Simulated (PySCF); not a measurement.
**Mayer bond orders and bond lengths**

H₁₀OSi₄.
SMILES with atom numbers: `[OH:1][SiH2:2][SiH:3]([SiH3:4])[SiH3:5]` (hydrogens: H6 on O1; H7, H8 on Si2; H9 on Si3; H10, H11, H12 on Si4; H13, H14, H15 on Si5)

Cartesian coordinates in Å at the GFN2-xTB level; atoms count from 1:
```xyz
15
H10OSi4 angstrom
O     -1.5772    0.6799   -1.6743
Si    -1.0983    1.6839   -0.4763
Si     0.3648    0.2489    0.5932
Si     2.1745   -0.3662   -0.7415
Si    -0.7007   -1.5847    1.5600
H     -2.2124    0.9473   -2.3325
H     -2.2902    2.1378    0.2562
H     -0.5544    2.9087   -1.0823
H      0.9267    1.0437    1.7185
H      3.1616   -1.1838   -0.0272
H      1.7527   -1.1604   -1.8989
H      2.9213    0.7744   -1.2839
H      0.1795   -2.3566    2.4438
H     -1.1825   -2.5302    0.5488
H     -1.8699   -1.2347    2.3746
```

Bond orders from the PBE0/pcSseg-1 density (PySCF). Geometry: GFN2-xTB, one conformer, isolated molecule.

Q: Where do the orders between heavy atoms depart from those drawn in the SMILES?

A: The largest departure is 0.131, at Si2–Si3 (drawn single, 0.869). Drawn single, order below 0.88: Si2–Si3 (0.869).

Q: Set the Mayer orders of the bonds between heavy atoms beside their lengths.

A: 
| bond | drawn as | length (Å) | Mayer order |
| --- | --- | --- | --- |
| O1–Si2 | single | 1.635 | 0.993 |
| Si2–Si3 | single | 2.312 | 0.869 |
| Si3–Si4 | single | 2.331 | 0.896 |
| Si3–Si5 | single | 2.331 | 0.895 |

By pair of heavy elements: Si–Si: lowest Si2–Si3 (0.869, 2.312 Å), highest Si3–Si4 and Si3–Si5 (0.896, 2.331 Å); in 2 of the 3 pairs the longer bond (by over 0.003 Å) has the higher order (by 0.02 or more). Bonds named together lie within 0.004.

Q: And the bonds to hydrogen?

A: H–O: 0.93 (1 bond); H–Si: 0.90 to 0.94 (9 bonds).

Q: Sum the orders of all bonds at each heavy atom with more than one neighbour and set the sums beside the valence in the SMILES.

A: O1 1.927 (drawn 2), Si2 3.671 (drawn 4), Si3 3.557 (drawn 4), Si4 3.695 (drawn 4), Si5 3.695 (drawn 4). Orders between atoms that aren't bonded are not in these sums.

Mayer orders depend on the basis set.

These values come from a run that also computed NMR shieldings. Hardware: x86-64 server, one thread (shared host). Cost: 16 s of wall time.
